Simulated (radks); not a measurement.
Values are calculated unless marked as measured or tabulated.
Question: All-electron atom: the thallium ion Tl3+ in [Xe] 4f14 5d10 (the NIST ground configuration). Level of theory: scalar-relativistic Kohn-Sham, PBE, spin-polarised, spherical densities, finite nucleus; Fermi nuclear charge, rms radius 5.4759 fm (a radial shooting solver on a logarithmic mesh with Libxc functionals). Some entries of the table are withheld. Estimate them.

orbital,occ.,eigenvalue (Ry),r(max) (bohr)
1s,2,-6292.243,(1)
2s,2,-1122.193,0.05815
2p,6,-965.8609,0.04832
3s,2,-269.5109,0.1639
3p,6,-224.4890,0.1638
3d,10,-177.7433,0.1334
4s,2,-61.82871,(2)
4p,6,-47.06345,(3)
4d,10,(4),0.3954
5s,2,-11.77852,0.8081
4f,14,(5),0.3580
5p,6,-7.75146,0.9048
5d,10,-3.25737,1.111

Answer: 
(1) 1s r(max) (bohr): 0.01003
(2) 4s r(max) (bohr): 0.3689
(3) 4p r(max) (bohr): 0.3890
(4) 4d eigenvalue (Ry): -29.72589
(5) 4f eigenvalue (Ry): -10.54195
